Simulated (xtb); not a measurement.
C5H12O3Si, charge +1, doublet, from a rough starting geometry (a state made from the parent by changing its charge; the spin is typed, not shown lowest); GFN2-xTB (xtb 6.7.1).

The xtb input:
```
$ xtb mol.xyz --gfn 2 --chrg 1 --uhf 1 --opt vtight --json

# file mol.xyz
21

C      0.73838532    -1.93111395    -1.91092192
C      0.03684593    -0.89154666    -1.66522468
Si    -0.14947583    -0.09924259     0.00509630
O      0.13808622     1.55295654    -0.08407170
C      1.23372407     2.16697252    -0.52437350
O      0.87092374    -0.88447511     0.90015573
C      1.12947131    -0.82409979     2.31832005
O     -1.63387332    -0.24060765     0.64787752
C     -2.81188968     0.40222643     0.24948470
H      1.31709209    -2.38975923    -1.20581856
H      0.85901736    -2.43254524    -2.97266073
H     -0.56404643    -0.46115694    -2.51496948
H      1.14298860     3.24836033    -0.34478878
H      2.19859931     1.86127294     0.06506026
H      1.49160941     1.94050398    -1.55605037
H      0.26902595    -1.23910514     2.83477195
H      1.17558828     0.19410875     2.68081740
H      1.99993770    -1.38573121     2.59749084
H     -2.70406334     1.49019776     0.25996644
H     -3.62052590     0.05522353     0.95530996
H     -3.06266468     0.00641957    -0.75249895
```

The log (banner, timings and long lists left out):

```
   ID    Z sym.   atoms
    1    6 C      1, 2, 5, 7, 9
    2   14 Si     3
    3    8 O      4, 6, 8
    4    1 H      10-21

           -------------------------------------------------
          |                Calculation Setup                |
           -------------------------------------------------

           -------------------------------------------------
          |                 G F N 2 - x T B                 |
           -------------------------------------------------

          ...................................................
          :                      SETUP                      :
          :.................................................:
          :  # basis functions                  54          :
          :  # atomic orbitals                  53          :
          :  # shells                           31          :
          :  # electrons                        53          :
          :  max. iterations                   250          :
          :  Hamiltonian                  GFN2-xTB          :
          :  restarted?                      false          :
          :  GBSA solvation                  false          :
          :  PC potential                    false          :
          :  electronic temp.          300.0000000     K    :
          :  accuracy                    1.0000000          :
          :  -> integral cutoff          0.2500000E+02      :
          :  -> integral neglect         0.1000000E-07      :
          :  -> SCF convergence          0.1000000E-05 Eh   :
          :  -> wf. convergence          0.1000000E-03 e    :
          :  Broyden damping             0.4000000          :
          :  net charge                          1          :
          :  unpaired electrons                  1          :
          ...................................................

 iter      E             dE          RMSdq      gap      omega  full diag
   1    -30.5601487 -0.305601E+02  0.549E+00    4.97       0.0  T
   2    -30.5783385 -0.181898E-01  0.319E+00    4.24       1.0  T
   3    -30.5728925  0.544596E-02  0.269E+00    5.00       1.0  T
   4    -30.6428056 -0.699131E-01  0.116E+00    4.84       1.0  T
   5    -30.6563755 -0.135698E-01  0.907E-01    4.61       1.0  T
   6    -30.6619992 -0.562369E-02  0.598E-01    4.67       1.0  T
   7    -30.6630833 -0.108410E-02  0.282E-01    4.63       1.0  T
   8    -30.6629487  0.134608E-03  0.302E-01    4.67       1.0  T
[...]
 * total energy  :   -30.3561021 Eh     change       -0.1315077E-06 Eh
 * total energy  :   -30.3561023 Eh     change       -0.1490076E-06 Eh
 * total energy  :   -30.3561024 Eh     change       -0.1563971E-06 Eh
 * total energy  :   -30.3561026 Eh     change       -0.1750096E-06 Eh
 * total energy  :   -30.3561028 Eh     change       -0.2089995E-06 Eh
 * total energy  :   -30.3561031 Eh     change       -0.2760433E-06 Eh
 * total energy  :   -30.3561034 Eh     change       -0.3469523E-06 Eh
 * total energy  :   -30.3561036 Eh     change       -0.1227041E-06 Eh
 * total energy  :   -30.3561035 Eh     change        0.1345455E-07 Eh
 * total energy  :   -30.3561036 Eh     change       -0.1007351E-06 Eh
 * total energy  :   -30.3561037 Eh     change       -0.3343781E-07 Eh
 * total energy  :   -30.3561038 Eh     change       -0.6945023E-07 Eh
   *** GEOMETRY OPTIMIZATION CONVERGED AFTER 98 ITERATIONS ***
         :: total energy             -30.356103751290 Eh    ::
[...]
 ---------------------------------------------------------------------------
     1   6 C    3.978 --     2 C    2.107    10 H    0.929    11 H    0.874
     2   6 C    3.862 --     1 C    2.107    12 H    0.931     3 Si   0.559
     3  14 Si   4.391 --     8 O    1.243     6 O    1.234     4 O    1.230
                             2 C    0.559
     4   8 O    2.428 --     3 Si   1.230     5 C    0.964
     5   6 C    3.897 --    14 H    0.981     4 O    0.964    15 H    0.962
                            13 H    0.944
     6   8 O    2.420 --     3 Si   1.234     7 C    0.962
     7   6 C    3.898 --    16 H    0.981    18 H    0.963     6 O    0.962
                            17 H    0.948
     8   8 O    2.428 --     3 Si   1.243     9 C    0.961
     9   6 C    3.894 --    19 H    0.981    21 H    0.963     8 O    0.961
                            20 H    0.946
    10   1 H    0.982 --     1 C    0.929
    11   1 H    0.961 --     1 C    0.874
    12   1 H    0.982 --     2 C    0.931
    13   1 H    0.981 --     5 C    0.944
    14   1 H    0.993 --     5 C    0.981
    15   1 H    0.990 --     5 C    0.962
    16   1 H    0.993 --     7 C    0.981
    17   1 H    0.981 --     7 C    0.948
    18   1 H    0.991 --     7 C    0.963
    19   1 H    0.993 --     9 C    0.981
    20   1 H    0.979 --     9 C    0.946
    21   1 H    0.989 --     9 C    0.963
 ---------------------------------------------------------------------------

Topologies differ in total number of bonds
Writing topology from bond orders to xtbtopo.mol

molecular dipole:
                 x           y           z       tot (Debye)
 q only:        0.158      -0.406      -0.513
   full:        0.165      -0.484      -0.616       2.035
molecular quadrupole (traceless):
                xx          xy          yy          xz          yz          zz
 q only:        3.177      -2.276      -0.904      -1.497      -1.094      -2.273
  q+dip:        2.720      -3.109      -1.335      -1.227       1.998      -1.385
   full:        2.491      -2.555      -0.976      -1.365       0.717      -1.516

optimized geometry written to: xtbopt.xyz

           -------------------------------------------------
          | TOTAL ENERGY              -30.356103751290 Eh   |
          | GRADIENT NORM               0.000069937329 Eh/α |
          | HOMO-LUMO GAP               4.254107150774 eV   |
           -------------------------------------------------
```
